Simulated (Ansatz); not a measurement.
Program: Ansatz. Geometries: PBE0-D4/def2-TZVP. ΔE: electronic, gas phase. CCSD(T)/CBS adds triple-zeta CCSD(T) − MP2 to the extrapolated MP2 energy (def2 sets, frozen cores). This one scheme is used for every species. DFT in def2-TZVPP. B3LYP here is the variant with VWN-RPA as its local correlation; programs differ in this. For Ge outer-core shells are correlated without core-valence functions, which leaves a few kJ/mol of doubt a bond. Scalar relativity is left out up to krypton. One conformer a species, not always the lowest.

Consider the formal loss of a carbene: `F[CH2][GeH]1[O][SiH2]1` → `[CH]F` + `[O]1[SiH2][GeH2]1`.

```
             level  ΔE (eV)  difference from CCSD(T)/CBS
            PBE-D4     4.06                         0.18
         r2SCAN-D4     4.09                         0.21
           PBE0-D4     4.11                         0.23
          B3LYP-D4     3.88                         0.00
           ωB97X-V     3.91                         0.03
           ωB97M-V     3.84                        -0.04
            B2PLYP     3.86                        -0.02
               PBE     4.00                         0.12
            r2SCAN     4.07                         0.19
              PBE0     4.05                         0.17
             B3LYP     3.77                        -0.11
     HF/def2-TZVPP     3.33                        -0.55
    MP2/def2-TZVPP     4.11                         0.23
SCS-MP2/def2-TZVPP     3.91                         0.03
   CCSD/def2-TZVPP     3.77                        -0.11
CCSD(T)/def2-TZVPP     3.81                        -0.07
     HF/def2-QZVPP     3.32                        -0.56
    MP2/def2-QZVPP     4.14                         0.26
SCS-MP2/def2-QZVPP     3.94                         0.06
      HF/CBS(def2)     3.32                        -0.56
     MP2/CBS(def2)     4.18                         0.30
    CCSD/CBS(def2)     3.84                        -0.04
       CCSD(T)/CBS     3.88                            0
```

Largest T1 diagnostic among the species: 0.018.

In def2-TZVPP, CCSD(T) changes the Hartree–Fock value by +0.48 eV (the triples alone add +0.04 eV) and MP2 by +0.78 eV. From PBE to PBE0 (25 % exact exchange), in def2-TZVPP and without D4, ΔE moves by +0.06 eV.
